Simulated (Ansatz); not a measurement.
Two isomers of CH7BGaN: A = `B[NH][GaH][CH3]`, B = `[CH3][GaH][BH]N`.

Isolated molecules relaxed with PBE0-D4/def2-TZVP in Ansatz; ΔE leaves out vibrations. CCSD(T)/CBS is the MP2 limit (def2-TZVPP, def2-QZVPP) plus CCSD(T) − MP2 in def2-TZVPP, frozen cores. Functionals use def2-TZVPP. B3LYP here is the variant with VWN-RPA as its local correlation; programs differ in this. For Ga outer-core shells are correlated without core-valence functions, which leaves a few kJ/mol of doubt a bond. Scalar relativity is left out up to krypton. Each species was taken in one conformer, which may not be the lowest.

Question: Which is lower in electronic energy at CCSD(T)/CBS, and by how much? (An estimate is asked.)

Answer: Ansatz gave: A, by 17.2 kcal/mol.

Question: Give E(B) − E(A) in kcal/mol with ωB97M-V, B3LYP-D4, B2PLYP, CCSD(T)/def2-SVP, HF/def2-TZVPP, MP2/def2-TZVPP, LDA (SPW92). (Estimate.)

Answer: The calculation gave: ωB97M-V 16.4, B3LYP-D4 16.2, B2PLYP 17.2, CCSD(T)/def2-SVP 18.4, HF/def2-TZVPP 19.5, MP2/def2-TZVPP 19.1, LDA (SPW92) 13.3. None reverses the order clearly.

Largest T1 diagnostic: 0.013.

From BLYP to BHLYP (50 % exact exchange), in def2-TZVPP and without D4, E(B) − E(A) moves by +2.6 kcal/mol. Leaving LDA and LC-ωPBE aside and taking each functional with its dispersion term where it has one, the values, not all of them listed here, spread over 4.5 kcal/mol, from PBE-D4 to BHLYP-D4.
